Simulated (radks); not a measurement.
All-electron atom: Ba54+ in [He]. Calculated with a radial shooting solver on a logarithmic mesh with Libxc functionals: scalar-relativistic Kohn-Sham, PBEsol, spin-polarised, spherical densities, finite nucleus; Fermi nuclear charge, rms radius 4.8378 fm.

Normalised radial functions P(r) = r R(r), r in bohr:

```
   r/bohr * 1s (the largest magnitude, 5.6, reaches the edge; | marks zero)
 0.001523 |             *
 0.001759 |               *
 0.002048 |                 *
 0.002384 |                    *
 0.002753 |                      *
 0.003205 |                         *
 0.003731 |                            *
 0.004343 |                               *
 0.005016 |                                  *
 0.005839 |                                      *
 0.006798 |                                         *
 0.007914 |                                            *
  0.00914 |                                               *
  0.01064 |                                                  *
  0.01239 |                                                    *
  0.01442 |                                                      *
  0.01665 |                                                      *
  0.01939 |                                                     *
  0.02257 |                                                   *
  0.02607 |                                                *
  0.03035 |                                           *
  0.03533 |                                      *
  0.04113 |                               *
   0.0475 |                         *
  0.05529 |                  *
  0.06437 |            *
  0.07494 |        *
  0.08654 |    *
   0.1007 |  *
```

1s: eigenvalue -43203 eV, 0 radial nodes, <r> = 0.0254 bohr, 90 % of the charge inside 0.0458 bohr.
